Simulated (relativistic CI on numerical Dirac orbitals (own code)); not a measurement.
# d7 in a ligand field

Computed with a parametric ligand-field model of a d^n configuration (Racah B and C, spin-orbit zeta, crystal field), exact diagonalisation.

Field parameters in Wybourne normalisation: Oh B⁴₀ = 21Dq, B⁴₄ = √(5/14) B⁴₀; Td as Oh with Dq negative (B⁴₀ = 21Dq, B⁴₄ = √(5/14) B⁴₀). The field is a parameter set, without covalency.

Q: A d7 ion in Oh symmetry has the ground term 2E and bands at 4T1 6589 cm⁻¹ (1518 nm), 2T1 22878 cm⁻¹ (437 nm), 2T2 23811 cm⁻¹ (420 nm), 2T1 28459 cm⁻¹ (351 nm), 4T2 30530 cm⁻¹ (328 nm), 4T1 41222 cm⁻¹ (243 nm), 2T2 41228 cm⁻¹ (243 nm). Which parameters reproduce them?

A: B = 830, C = 4120, ζ = 0 cm⁻¹, Oh, 10Dq = 25700 cm⁻¹.

Q: Ground term and bands for B = 370, C = 1840, ζ = 0 cm⁻¹, Td, 10Dq = -10100 cm⁻¹?

A: Ground term 4A2 with 4.00 electrons in the two orbitals of the cubic e set. Spin-allowed: 4T2 10100 cm⁻¹ (990 nm), 4T1 13877 cm⁻¹ (721 nm), 4T1 21973 cm⁻¹ (455 nm). Lowest spin-forbidden: 2E 8284 cm⁻¹ (1207 nm), 2T1 8597 cm⁻¹ (1163 nm), 2T2 12506 cm⁻¹ (800 nm). With an A2 ground term the first spin-allowed band lies at |10Dq| itself.

Q: A d7 ion in Oh symmetry has the ground term 4T1 and bands at 2E 355 cm⁻¹, 2T1 16077 cm⁻¹ (622 nm), 4T2 16312 cm⁻¹ (613 nm), 2T2 16715 cm⁻¹ (598 nm), 4T1 29024 cm⁻¹ (345 nm), 4A2 34312 cm⁻¹ (291 nm). Which parameters reproduce them?

A: B = 960, C = 3760, ζ = 0 cm⁻¹, Oh, 10Dq = 18000 cm⁻¹.

Q: A d7 ion in Oh symmetry has the ground term 2E and bands at 4T1 4131 cm⁻¹ (2421 nm), 2T1 16923 cm⁻¹ (591 nm), 2T2 17499 cm⁻¹ (571 nm), 4T2 21510 cm⁻¹ (465 nm), 2T1 21948 cm⁻¹ (456 nm), 2T2 31661 cm⁻¹ (316 nm), 4T1 31689 cm⁻¹ (316 nm). Which parameters reproduce them?

A: B = 780, C = 3000, ζ = 0 cm⁻¹, Oh, 10Dq = 18900 cm⁻¹.

Q: A d7 ion in Oh symmetry has the ground term 2E and bands at 4T1 9876 cm⁻¹ (1013 nm), 2T1 17615 cm⁻¹ (568 nm), 2T2 17997 cm⁻¹ (556 nm), 2T1 21138 cm⁻¹ (473 nm), 4T2 27687 cm⁻¹ (361 nm), 2T2 28888 cm⁻¹ (346 nm), 4T1 34198 cm⁻¹ (292 nm). Which parameters reproduce them?

A: B = 510, C = 1790, ζ = 0 cm⁻¹, Oh, 10Dq = 18950 cm⁻¹.
